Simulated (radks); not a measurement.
The numbers below are computed, except where a source is named.
Question: Code: a radial shooting solver on a logarithmic mesh with Libxc functionals. Model: non-relativistic Kohn-Sham, LDA (Slater exchange, VWN5 correlation), spin-unpolarised, spherical densities, point nucleus. Response by self-consistent Sternheimer equations with the Hartree and adiabatic LDA kernel. For heavy and open-shell atoms this level of theory can miss by tens of per cent. Rank Cr4+, V3+, Ti2+, Sc+, Fe6+, Ni8+, Ca, Co7+, Mn5+ (NIST ground configurations) by static dipole polarisability, largest first.

Answer: Ca 148.6, Sc+ 53.32, Ti2+ 5.327, V3+ 2.316, Cr4+ 1.378, Mn5+ 0.9338, Fe6+ 0.6779, Co7+ 0.5139, Ni8+ 0.4016 bohr^3.
